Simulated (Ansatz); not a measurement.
One geometry of Te₅Pb₆⁻, several levels of theory.

```yaml
crystal:
  periodic: [false, false, false]
  atoms:
    - {symbol: Pb, position_ang: [2.674878, -1.011556, 0.859062]}
    - {symbol: Pb, position_ang: [-1.890338, -2.747204, 1.695771]}
    - {symbol: Pb, position_ang: [2.070197, 2.027219, -1.495632]}
    - {symbol: Pb, position_ang: [-1.449996, 0.508327, -2.553409]}
    - {symbol: Pb, position_ang: [-1.419213, -2.630681, -1.364824]}
    - {symbol: Pb, position_ang: [-0.576922, 1.453402, 1.591975]}
    - {symbol: Te, position_ang: [0.448632, -1.271123, 2.795784]}
    - {symbol: Te, position_ang: [2.556780, 1.957280, 1.454450]}
    - {symbol: Te, position_ang: [-2.927681, -0.356046, 0.081870]}
    - {symbol: Te, position_ang: [1.189263, -1.027567, -1.894432]}
    - {symbol: Te, position_ang: [-0.675608, 3.097948, -1.170605]}
basis:
  gaussian: {orbitals: def2-SVP}
total_charge: -1
magnetization: {spin_polarized: true, initial_magnetization: 1}
hamiltonian: {xc: pbe, dispersion: d4}
scf: {omitted_lower_state_checks: [starts]}
output: {orbitals: {seedname: orbitals}}
```

```sh
$ ansatz run in.yaml --threads 4 --pin off --events-out ev --progress --plain --max-ram 6963MiB
```

It prints (some lines left out):

```
Functional definition: PBE
  name "PBE"
  cite "Perdew, Burke & Ernzerhof, Phys. Rev. Lett. 77, 3865 (1996) doi:10.1103/PhysRevLett.77.3865"
  parent pbe
  parameter kappa = 0.804
  parameter beta = 0.06672455060314922
  exchange = pbe_x(kappa = kappa, mu = beta*pi^2/3)
  correlation = pbe_c(beta = beta)
these checks for a lower state are left out or cut short: starts
3376 factors; their error is unknown
mean field evaluation 1: about -67975.0740 eV, gradient 1.7e1 eV
mean field evaluation 2: about -67937.7485 eV, gradient 6.6e1 eV
mean field evaluation 4: about -67976.3978 eV, gradient 1.1e1 eV
mean field evaluation 8: about -67977.5581 eV, gradient 8.4e-1 eV
mean field evaluation 16: about -67977.5422 eV, gradient 3.5e-2 eV
mean field evaluation 32: about -67977.5422 eV, gradient 9.6e-6 eV
mean field -67977.54222837 eV, -2498.1286000597 hartree, gradient 4.7e-6 eV, S^2 0.754999; 0 other end points of the search recorded, 0 dependent functions left out
reference -67977.54227632 eV, -2498.1286018219 hartree; 127, 126 occupied and 159, 160 virtual orbitals, 3376 factors
Total energy: -67979.30801837 eV, -2498.1934916451 hartree
Checks for a lower state left out: starts
```

Hardware: 4 threads of Intel Xeon on a shared host. Wall time 38 s, peak host memory 1 GiB.

Geometry: PBE-D4/def2-SVP, that of the neutral singlet.

In the def2 sets Pb, Te take a core potential; there is no spin–orbit coupling. The structure comes from a short search, and lower isomers may exist.
